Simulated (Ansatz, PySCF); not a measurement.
Species: TeCl$_{4}$ (charge 0, singlet). SMILES: Cl[Te](Cl)(Cl)Cl
Geometry: optimised at B3LYP-D3(BJ)/def2-TZVP (Ansatz, an electronic-structure program).

Quantity: vertical ionisation energy (to the doublet state of charge +1; each state is the SCF solution reached for its spin; the UHF <S^2> is 0.91 for the doublet (pure: 0.75)), in eV. Correlated levels leave the core frozen unless marked. UHF or UKS for open shells. Spin-orbit coupling is left out. Frozen are the shells of the preceding noble gas and the d and f shells that filled before the atom's block. Past Kr the def2 sets carry scalar-relativistic core potentials. CBS marks a two-point X^-3 extrapolation of the correlation energy; Hartree-Fock from the larger set. The bracket is a focal-point correction in the basis named.

| level | program | vertical ionisation energy (eV) |
|---|---|---|
| HF/def2-SVPD | Ansatz | 9.67 |
| r2SCAN/def2-TZVPD | Ansatz | 10.24 |
| wB97X-V/def2-TZVPD | Ansatz | 10.44 |
| MP2/def2-TZVPPD | Ansatz | 10.65 |
| RI-MP2/CBS(def2-TZVPPD,def2-QZVPPD) | Ansatz | 10.83 |
| SCS-MP2/def2-TZVPPD | Ansatz | 10.56 |
| CCSD/def2-SVPD | Ansatz | 10.24 |
| CCSD/def2-TZVPPD | Ansatz | 10.22 |
| CCSD(T)/def2-SVPD | Ansatz | 10.23 |
| RI-MP2/CBS(def2-TZVPPD,def2-QZVPPD)+[CCSD(T)-MP2]/def2-TZVPPD | Ansatz | 10.43 |

For comparison, minus the highest occupied orbital energy (PySCF): 9.59 eV at M06-2X/def2-TZVPD, 10.92 eV at HF/def2-TZVPD, 7.68 eV at r2SCAN/def2-TZVPD.
